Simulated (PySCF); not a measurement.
Gas-phase reaction: 2 GaH + H₂ + N₂ → 2 GaNH₂. Level: ωB97M-V/def2-TZVP†; standard pressure 1 bar.

Method: PySCF energies plus ideal-gas RRHO corrections (1 bar). † marks an energy on the PBE0/def2-TZVP geometry and frequencies. All species are closed-shell singlets. Ga: all electrons, no relativistic terms. GaH, GaNH₂: computed as isolated molecules; such fragments, hydroxides, amides, oligomers or adducts are transient or little studied in the gas. The harmonic model lacks anharmonicity and excited electronic states, which grow with temperature; levels with a mode under 35 cm⁻¹ are left out.

| T (K) | 1000/T (1/K) | log10 K |
|---|---|---|
| 500 | 2.0000 | 13.16 |
| 600 | 1.6667 | 9.01 |
| 800 | 1.2500 | 3.80 |
| 1000 | 1.0000 | 0.67 |
| 1200 | 0.8333 | ? |
| 1400 | 0.7143 | -2.91 |

Question: Fit log10 K = a + b·(1000/T) to the five rows, get the mean ΔH° and ΔS°, and predict log10 K at 1200 K.

Answer: Means: 1000/T = 1.3262, log10 K = 4.746. Sums of products about the means: Sxy = 13.20763, Sxx = 1.056581, so b = Sxy/Sxx = 12.50 and a = 4.746 − (12.50)×1.3262 = -11.83.
ΔH° = −R ln 10 × 1000 K × b = −19.145 × (12.50) = -239 kJ; ΔS° = R ln 10 × a = -226 J/K. The run's own values go from -238 kJ and -225 J/K at 500 K to -239 kJ and -226 J/K at 1400 K.
Prediction at 1200 K: -11.83 + (12.50)×0.8333 = -1.41. The computed value is -1.42, 0.01 from the line.
For scale, ΔH°(298 K) is -236 kJ at this level, -237 kJ at ωB97X-V/def2-TZVP†, and runs from -428 to -127 kJ over the 20 levels computed.
